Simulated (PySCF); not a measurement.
Excitation energy of B²⁺ by level of theory

B²⁺ [He] 2s1 (2S) → B²⁺ [He] 3d1 (2D), as a difference of total energies. All numbers are calculated (PySCF 2.14, no relativity, point nucleus, in aug-cc-pVTZ (5s4p3d2f, 46 functions)). The calculations carry no spin-orbit coupling.

```json
{"method": "UHF", "excitation energy (eV)": "24.266"}
{"method": "LDA", "excitation energy (eV)": "23.821"}
{"method": "PBE", "excitation energy (eV)": "23.712"}
{"method": "PBE0", "excitation energy (eV)": "23.883"}
{"method": "r2SCAN", "excitation energy (eV)": "23.703"}
{"method": "wB97X", "excitation energy (eV)": "23.264"}
{"method": "B97-3", "excitation energy (eV)": "23.400"}
{"method": "wB97X-V", "excitation energy (eV)": "24.043"}
{"method": "M06-L", "excitation energy (eV)": "22.523"}
```

The promoted electron is Rydberg-like, and one or two diffuse shells describe it only roughly, which tends to raise the upper state.
